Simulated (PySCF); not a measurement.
Species: Ge4H10 (charge 0, singlet). 
Geometry from a B3LYP-D3(BJ)/def2-TZVP (Ansatz) optimisation:
```xyz
14

Ge    -2.0786     1.3334     0.2703
Ge    -0.8414    -0.5102     1.2778
Ge     0.8014    -1.3641    -0.3132
Ge     2.1174     0.4842    -1.2057
H     -3.1776     1.8579     1.2117
H     -1.1129     2.4880    -0.0514
H     -2.7345     0.8713    -1.0434
H     -1.8120    -1.6268     1.7130
H     -0.1105    -0.0036     2.5378
H      1.7260    -2.3992     0.3590
H      0.0661    -2.0702    -1.4705
H      1.1970     1.4489    -1.9747
H      3.2170    -0.0143    -2.1606
H      2.7801     1.2623    -0.0546
```
Charge 0, spin multiplicity 1.

Dispersion corrections to the total energy (kcal/mol) from the dftd3 and dftd4 libraries through PySCF: D3(BJ) without and D4 with the three-body term, each with the damping fitted for the functional named.

```
functional  D3(BJ)      D4
----------  ------  ------
HF               ?  -23.79
TPSSh       -10.38       ?
TPSS        -10.87  -11.07
revPBE      -17.98  -19.28
BLYP        -18.48  -17.10
B2GP-PLYP   -10.32   -3.74
B3LYP            ?  -13.47
```

Complete the blanks.


- HF, D3(BJ): -55.46
- TPSSh, D4: -10.08
- B3LYP, D3(BJ): -15.56
